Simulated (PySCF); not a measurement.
# Ionisation of 1,4-dibromobenzene

Molecule: 1,4-dibromobenzene, `Brc1ccc(Br)cc1` (C6H4Br2). Atom numbers as in the mapped SMILES `[Br:1][c:2]1[cH:3][cH:4][c:5]([Br:6])[cH:7][cH:8]1`. These are map numbers, not IUPAC locants.

These are calculated values, ωB97X-D3(BJ)/ma-def2-TZVP in PySCF (grid level 2) at geometries from PBE0-D3(BJ)/def2-SVP. The prefix ma- adds one diffuse s and one diffuse p function on all atoms but H. Zero-point and thermal terms (298.15 K, 1 bar) come from unscaled PBE0-D3(BJ)/def2-SVP harmonic frequencies, with soft modes damped to free rotors in the entropy.

Frontier levels of the parent: HOMO -9.18 eV, LUMO 0.87 eV.

Oxidation to the radical cation:
```
Vertical ionisation energy (electronic)              : 8.98 eV
Adiabatic ionisation energy (with zero-point energy) : 8.79 eV
Adiabatic, electronic part                           : 8.80 eV
Vertical gap at the product's structure              : 8.63 eV
Inner reorganisation energy (four-point)             : 350 meV
Relaxation of product / of parent                    : 177 / 174 meV
⟨S²⟩ of the product                                  : 0.772
Largest spin populations                             : C2 0.27, C5 0.27, Br6 0.18, Br1 0.18
Largest changes of atomic charge                     : Br6 0.26, Br1 0.26
Distances that move most (Å)                         : C5–Br6 1.885 → 1.830; Br1–C2 1.885 → 1.830; C2–C8 1.394 → 1.421; C5–C7 1.394 → 1.421
```

Measured values (NIST Chemistry WebBook, evaluated or the median of agreeing entries): vertical ionisation energy 8.91 eV (computed 8.98, difference 0.07); adiabatic ionisation energy 8.82 eV (computed 8.79, difference -0.03).

Caveats: spin-orbit coupling is left out of the energies, which matters for open shells on the heavier atoms; atoms from Ga to Kr are treated without relativity.

Run with `OMP_NUM_THREADS=1 python redox_run.py task.json out` on 1 thread of Arm Neoverse V1, a shared host. Structures, frequencies and single points: 45 min of wall time.
